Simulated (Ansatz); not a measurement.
Geometry optimisation, UHF/def2-SVP in Ansatz.

Input file:

```yaml
crystal:
  periodic: [false, false, false]
  atoms:
    - { symbol: Zn, position_ang: [-7.0e-06, -3.0e-06, -0.432894] }
    - { symbol: Cl, position_ang: [5.9e-05, 2.6e-05, 3.008836] }
    - { symbol: Cl, position_ang: [-8.0e-06, -3.0e-06, -2.61244] }
    - { symbol: F, position_ang: [-4.4e-05, -1.9e-05, 4.576498] }
magnetization:
  spin_polarized: true
  initial_magnetization: 1
basis:
  gaussian: { orbitals: def2-SVP }
hamiltonian:
  xc: hf
relax:
  f_tol: 0.03
  max_steps: 50
output:
  orbitals: {}
```

Run as:

```bash
$ ansatz run input.yaml --threads 2 --pin off --max-ram 3072MiB --backend cpu --events-out ev --progress --plain --runs-dir out
```

Question: Where does it end, and by what steps?

Answer: The forces met the threshold. After 3 steps the energy has fallen by 0.052 eV; F4 moved furthest, 0.20 Å.

```csv
step,energy less start (eV),largest force component (eV/Å),accepted
0,0.0000,2.046,yes
1,-0.0391,0.994,yes
2,-0.0516,0.180,yes
3,-0.0522,0.014,yes
```

```xyz
4
Properties=species:S:1:pos:R:3
Zn 0.000 0.000 -0.610
Cl -0.001 0.000 3.163
Cl 0.000 0.000 -2.792
F 0.001 0.000 4.779
```

Whether the end is a true minimum wasn't checked by a vibrational analysis.

The run took 11 s on 2 threads of Intel(R) Xeon(R) Platinum 8259CL CPU @ 2.50GHz (Skylake/Cascade Lake) (shared host), peak memory 0.23 GiB.
